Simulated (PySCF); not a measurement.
Computed shifts of a molecule CH7FOSi2, PBE/pcSseg-1 (PySCF), GIAO, gas phase, atoms alike by connectivity averaged where their shifts nearly agree, in ppm (number of nuclei): ²⁹Si: -9.4 (1), -21.0 (1). ¹⁹F: -187.7 (1). ¹³C: 2.7 (1). ¹H: 5.67 (1), 5.57 (2), 5.52 (1), 0.82 (3). References: ²⁹Si against TMS (σ = 335.4 ppm); ¹⁹F against CFCl3 (σ = 133.6 ppm); ¹⁷O against H2O (σ = 334.3 ppm); ¹³C against TMS (σ = 182.0 ppm); ¹H against TMS (σ = 31.49 ppm), references at their B3LYP-D3(BJ)/def2-TZVP geometries, non-relativistic. The structure is a stationary point at ωB97X-D3(BJ)/def2-SVP. The values are those of a single conformer.

Which molecule gave these data?
(A) F[SiH2]OC[SiH3]
(B) F[SiH2]CO[SiH3]
(C) C[SiH2]O[SiH2]F
(D) FC[SiH2]O[SiH3]

C, C[SiH2]O[SiH2]F
